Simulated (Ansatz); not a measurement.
Sr₄Te₅⁻, relaxed as a doublet with UKS PBE-D4/def2-SVP in Ansatz, starting from the GFN1-xTB geometry. Force threshold 0.03 eV/Å.

In the def2 sets Sr, Te take a core potential; there is no spin–orbit coupling. The gap within one spin of the charge -1 doublet nearly closes, so an electron or hole may be smeared out by delocalisation error. Another isomer (doublet) lies 0.14 eV lower at PBE0-D4/def2-SVP; other spin states weren't run for this one.

Start:

Cartesian coordinates in Å:
```
Sr 1.429 -0.472 -2.266
Sr -1.589 -1.589 1.412
Sr 2.274 -0.146 1.590
Sr -1.028 2.245 0.952
Te -0.502 -0.443 -4.444
Te -0.177 0.416 3.329
Te 1.015 -2.478 0.060
Te -3.103 0.427 -0.168
Te 1.681 2.040 -0.466
```

(1) Estimate the energy that the relaxation releases and the steps that it takes.

(2) Does the start keep its bonding and symmetry?

(3) Predict the relaxed structure.

## Answers

(1) 30.2 kcal/mol, in 15 steps; 3.8 min on 4 threads of Arm Neoverse V1 on a shared host. The force fell under the threshold at step 14, but the optimiser went on. No frequencies were taken in this run, so the end may be a saddle point.

(2) Bonds formed: Sr1–Te8 (atoms count from 1). Metal–metal contacts that move far: Sr1–Sr2 4.89 to 4.21 Å, Sr1–Sr4 4.88 to 4.21 Å. Point group Cs at the start, Cs at the end, both within 0.05 Å.

(3) 
Cartesian coordinates in Å:
```
Sr 0.049 -0.245 -2.034
Sr -1.450 -1.644 1.645
Sr 2.288 -0.151 1.566
Sr -0.871 2.313 1.182
Te -0.033 -0.608 -5.225
Te -0.073 0.438 3.658
Te 1.082 -2.635 0.073
Te -2.777 0.362 -0.377
Te 1.785 2.168 -0.489
```
Bond lengths (bridged metal pairs left out): 13 × Sr–Te 3.14 to 3.35 Å.
